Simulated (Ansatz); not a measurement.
Stepwise reaction of `[F][Ga]([SH])[SH]` with hydrogen, as a gas-phase model of exchange steps in deposition or etching. ΔE in kJ/mol; ΔG adds harmonic PBE0-D4 terms to CCSD(T)/CBS, at 1 bar.

Program: Ansatz. Geometries: PBE0-D4/def2-TZVP. ΔE: electronic, gas phase. CBS: MP2 limit from def2 TZ/QZ plus the TZ coupled-cluster correction, frozen cores. This one scheme is used for every species. Functionals use def2-TZVPP. B3LYP here is the variant with VWN-RPA as its local correlation; programs differ in this. For Ga outer-core shells are correlated without core-valence functions, which leaves a few kJ/mol of doubt a bond. Scalar relativity is left out up to krypton. One conformer a species, not always the lowest.

| step | reaction | PBE-D4 | B3LYP-D4 | ωB97M-V | CCSD(T)/CBS | ΔG(400 K) |
| --- | --- | --- | --- | --- | --- | --- |
| 1 | `[F][Ga]([SH])[SH]` + H₂ → `[F][GaH][SH]` + H₂S | 67.0 | 64.1 | 61.1 | 66.9 | 58.4 |

**Question.** Give the row of step 2, `[F][GaH][SH]` + H₂ → `[F][GaH2]` + H₂S. (An estimate is asked.)

**Answer.** Computed: 
```json
{"step": "2", "reaction": "`[F][GaH][SH]` + H₂ → `[F][GaH2]` + H₂S", "PBE-D4": "80.2", "B3LYP-D4": "75.5", "ωB97M-V": "73.5", "CCSD(T)/CBS": "79.1", "ΔG(400 K)": "71.7"}
```

**Question.** By hand: ΔE of the 2 steps together at CCSD(T)/CBS.

**Answer.** (66.9) + (79.1) = 146.0 kJ/mol, or 73.0 kJ/mol a step.

In ΔE each step is higher than the one before. All are uphill at CCSD(T)/CBS. ΔG lies between 58.4 and 71.7 kJ/mol a step. PBE-D4 differs from CCSD(T)/CBS by 0.1 to 1.1 kJ/mol a step. Isolated molecules leave out the surface, adducts and barriers. Largest T1 diagnostic: 0.014.
